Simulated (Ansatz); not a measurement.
Relaxation of Cl₃FHOZr (7 atoms, charge 0, multiplicity 2), to a largest force component of 0.03 eV/Å in at most 50 steps.

Method: UHF/def2-SVP in Ansatz 0.2.0.

```xyz
7
Properties=species:S:1:pos:R:3
Zr -0.223 -0.233 0.307
F -0.865 -1.280 1.810
Cl 2.128 -0.192 0.291
Cl -1.158 1.904 -0.047
Cl -0.873 -1.519 -1.558
O 0.122 0.584 3.055
H 0.357 -0.065 3.711
```

**Question.** Where does it end, and by what steps?

**Answer.** The forces met the threshold. After 8 steps the energy has fallen by 0.233 eV; O6 moved furthest, 0.39 Å.

| step | energy less start (eV) | largest force component (eV/Å) | accepted |
| --- | --- | --- | --- |
| 0 | 0.0000 | 1.194 | yes |
| 1 | -0.1423 | 0.447 | yes |
| 2 | -0.1989 | 0.481 | yes |
| 3 | -0.1977 | 1.143 | no |
| 4 | -0.2218 | 0.164 | yes |
| 5 | -0.2298 | 0.081 | yes |
| 6 | -0.2320 | 0.080 | yes |
| 7 | -0.2324 | 0.049 | yes |
| 8 | -0.2326 | 0.021 | yes |

```xyz
7
Properties=species:S:1:pos:R:3
Zr -0.235 -0.267 0.474
F -1.054 -1.419 1.745
Cl 2.145 -0.314 0.497
Cl -1.304 1.831 0.204
Cl -0.747 -1.389 -1.541
O 0.314 0.690 2.731
H 0.369 0.066 3.460
```

Time of the run: 30 s on 4 threads of Arm Neoverse V2 (shared host), peak memory 0.58 GiB.
